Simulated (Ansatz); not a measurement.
# Relative stability

Two relaxed structures of NaSiH₂I, singlet (PBE0-D4/def2-TZVP; forces vanish, vibrations not checked).

A:

| atom | x (Å) | y (Å) | z (Å) |
| --- | --- | --- | --- |
| Na1 | 1.1434 | -0.8028 | 0.9536 |
| Si2 | -0.4648 | 0.6151 | -0.9717 |
| I3 | -1.6702 | -0.1625 | 1.3078 |
| H4 | 0.2185 | -0.7817 | -1.1178 |
| H5 | 0.7731 | 1.1319 | -0.1718 |

B:

Na1  (-1.837, -0.249, 1.580)
Si2  (-0.219, 0.338, -0.555)
I3  (1.051, -0.983, 1.372)
H4  (0.214, -0.550, -1.692)
H5  (0.792, 1.444, -0.706)
(Å)

Program: Ansatz 0.2.0. Basis: def2-TZVPP. Cores are frozen in the correlated methods. Filled d shells of the heavier atoms are correlated. Core potentials replace the inner electrons of the atoms past krypton. The outer core shell of Li, Na, Mg and K is correlated. The def2 sets are not built for correlating such inner shells, so the correlated values are less sure here. B3LYP uses VWN-RPA correlation.

(1) Which structure is lower at CCSD(T), and by how much? (To be estimated.)

(2) Do the other methods give the same order? (A judgement: the text doesn't fix the answer.)

The T1 diagnostic stays at or below 0.010.

## Answers

(1) The calculation gives: A, by 0.69 kcal/mol (electronic energy, against the other); a gap this small isn't resolved in one triple-zeta basis. By their contacts, A is NaSiH₂I ([H]1[Na]23[H][Si]12[I]3) and B is NaSiH₂I ([Na]1[SiH2][I]1).

(2) By the calculation: Not all: HF gives the other order.

| method | E(B) − E(A) (kcal/mol) |
| --- | --- |
| PBE-D4 | 1.04 |
| r2SCAN-D4 | 0.38 |
| PBE0-D4 | 0.30 |
| B3LYP-D4 | 1.03 |
| wB97M-V | 1.56 |
| HF | -1.77 |
| MP2 | 0.13 |
| CCSD | 0.46 |
| CCSD(T) | 0.69 |

Labels in which every atom is bracketed show which atoms are joined, not bond orders.

For scale, one of the runs: CCSD(T)/def2-TZVPP, 152 basis functions, launched by `ansatz run in.yaml --threads 2 --pin off --events-out ev --progress --plain --max-ram 4352MiB`. Hardware: 2 CPU threads of an Arm Neoverse V2, shared host. Wall time 46 s; peak host memory 1.2 GiB.
